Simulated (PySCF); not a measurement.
## A failing input for CdH

```python
from pyscf import gto, scf

mol = gto.M(
    atom='Cd 0 0 0; H 0 0 1.978',
    basis='def2-svp',
    ecp={'Cd': 'def2-svp'},
    charge=0,
    spin=1,
    symmetry=True,
    verbose=3,
)
mf = scf.UHF(mol)
mf.max_cycle = 5
mf.kernel()
mf.mulliken_pop()
mf.dip_moment()
print('orbital energies (hartree):', [e[max(0, n-3):n+3].round(4) for e, n in zip(mf.mo_energy, mol.nelec)])
```

```bash
$ python input.py
```

The log, shortened:

```
SCF not converged.
SCF energy = -167.362485321897 after 5 cycles  <S^2> = 0.81191481  2S+1 = 2.060985
 ** Mulliken pop       alpha | beta **
pop of  0 Cd 4s       -0.18970 | -0.18552
pop of  0 Cd 5s        0.82398 | 0.81175
pop of  0 Cd 6s        0.36090 | 0.37033
pop of  0 Cd 7s        0.49257 | 0.34357
pop of  0 Cd 8s        0.38751 | 0.25771
pop of  0 Cd 4px       0.99189 | 0.99237
pop of  0 Cd 4py       0.99189 | 0.99237
pop of  0 Cd 4pz       0.99425 | 0.99423
pop of  0 Cd 5px       0.00826 | 0.00773
pop of  0 Cd 5py       0.00826 | 0.00773
pop of  0 Cd 5pz       0.09701 | 0.04875
pop of  0 Cd 6px       0.00002 | -0.00000
[24 lines left out]
In total            11.00000 | 10.00000
 ** Mulliken atomic charges   ( Nelec_alpha | Nelec_beta ) **
charge of  0Cd =      0.17773  (    10.13111      9.69116 )
charge of  1H =     -0.17773  (     0.86889      0.30884 )
Dipole moment(X, Y, Z, Debye):  0.00000,  0.00000, -1.20679
orbital energies (hartree): [array([-0.7455, -0.4541, -0.2792,  0.0429,  0.0429,  0.1299]), array([-0.7434, -0.7425, -0.3396,  0.0182,  0.0585,  0.0585])]
```

**Question.** Which setting is at fault, why, and what does a mended input give?

**Answer.** The cycle limit (5): the limit is below the number of cycles that the SCF needs. With this edit
```diff
- mf.max_cycle = 5
```
the run finishes: E(SCF) = -167.362962 Eh, ⟨S²⟩ = 0.800, μz(SCF) = -1.41 D.

The bond length is a typed value, not an optimised one. No search for the lowest solution was made.
